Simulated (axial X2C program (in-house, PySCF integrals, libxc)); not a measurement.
## Low determinants of SbI at the PBE0 level, with spin–orbit coupling

Computed with an axial X2C code built on PySCF integrals. Two-component (2c) means X2C with spin–orbit coupling and atomic mean-field two-electron Coulomb and Gaunt terms. Basis: I dyall-cv3z [11s12p8d4f1g], Sb dyall-cv3z [11s12p8d4f1g] (cores contracted in-house); Gaussian nuclei, density fitting, unrestricted open shells. Masses: I 126.904 u, Sb 120.904 u.

Search at 2.730 Å (vertical energies from the lowest determinant):

```tsv
ΔE (eV)	state	electrons beyond evenly filled partner blocks	electrons in ±ω = 1/2, 3/2, 5/2, 7/2
0.00	Ω = 1	ω = -1/2, ω = 3/2	65 31 8 0
0.32	Ω = 0	none	66 30 8 0
0.75	Ω = 2	ω = 1/2, ω = 3/2	65 31 8 0
1.18	Ω = 0	none	64 32 8 0
2.46	Ω = 1	2 × ω = 1/2	66 30 8 0
3.16	Ω = 3	2 × ω = 3/2	66 30 8 0
3.96	Ω = 1	2 × ω = 1/2	64 32 8 0
```

Lowest determinant, Ω = 1 (⟨Sz⟩ = 1.00, ⟨Lz⟩ = 0.00 at PBE0): Re = 2.692 Å, ωe = 207.0 cm⁻¹.

The determinant in row 2 of the search, Ω = 0 (closed shell), was followed along the bond at PBE0; measured from the minimum of the lowest determinant it gives:

Te = 0.312 eV (2518 cm⁻¹), Re = 2.674 Å, ωe = 213.3 cm⁻¹.

Question: Compare the bond of the determinant in row 2 with that of the lowest one.

Answer: At PBE0 its Re is 0.018 Å shorter and its force constant, which goes as ωe², is 1.06 times that of the lowest determinant. T0 ≈ Te + Δωe/2 = 2518 + (3) = 2521 cm⁻¹.

The search compares states at one distance, so a state with another bond length can lie lower; it is not exhaustive and yields mostly the lowest determinant of each block pattern, so other components and higher states of one pattern are missing. These are energies of single determinants, not of spin-adapted states; PBE0 term energies can be off by some tenths of an eV, and the functional has no current term. Open-shell Ω = 0 determinants with evenly filled partner blocks cannot be reached by this program, so the Ω shown need not be the lowest component. The lowest determinant need not be the ground state where others lie within half an eV. A closed-shell Ω = 0 row of a π² shell mixes the 0⁺ component of the triplet with ¹Σ⁺ and matches no level; 0⁺ can lie lowest.
